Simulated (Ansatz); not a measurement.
System: TiO2, charge 0, multiplicity 1. SMILES: [O]=[Ti]=[O]
Coordinates optimised at B3LYP-D3(BJ)/def2-TZVP (Ansatz, a first-principles code):
```
Ti
O 1 1.6409
O 1 1.6409 2 111.96
```
Charge 0, spin multiplicity 1.

Property: atomisation energy (electronic, to ground-state atoms), in kJ/mol. Valence correlation only, unless marked. UHF or UKS for open shells. Spin-orbit coupling is left out. The frozen core is the preceding noble-gas configuration, with the filled d and f shells of earlier blocks. Non-relativistic. The coupled-cluster limit lacks core correlation, which all-electron functionals hold. CBS marks a two-point X^-3 extrapolation of the correlation energy; Hartree-Fock from the larger set.

```
level                           program  atomisation energy (kJ/mol)
-----------------------  --------------  ---------------------------
HF/def2-QZVPPD                   Ansatz                        372.2
B3LYP-D3(BJ)/def2-TZVPD  Ansatz + dftd3                       1256.1
BHLYP/def2-TZVPD                 Ansatz                        988.0
B2PLYP/def2-TZVPD                Ansatz                       1289.1
RPA@PBE/def2-TZVPP               Ansatz                       1152.8
RI-MP2/def2-TZVPPD               Ansatz                       1364.3
SCS-MP2/def2-SVPD                Ansatz                       1246.9
```

Task: What does CCSD(T)/CBS(def2-TZVPPD,def2-QZVPPD) (Ansatz) give?

Result: 1230.3 kJ/mol, so SCS-MP2/def2-SVPD differs from it by 16.6 kJ/mol.
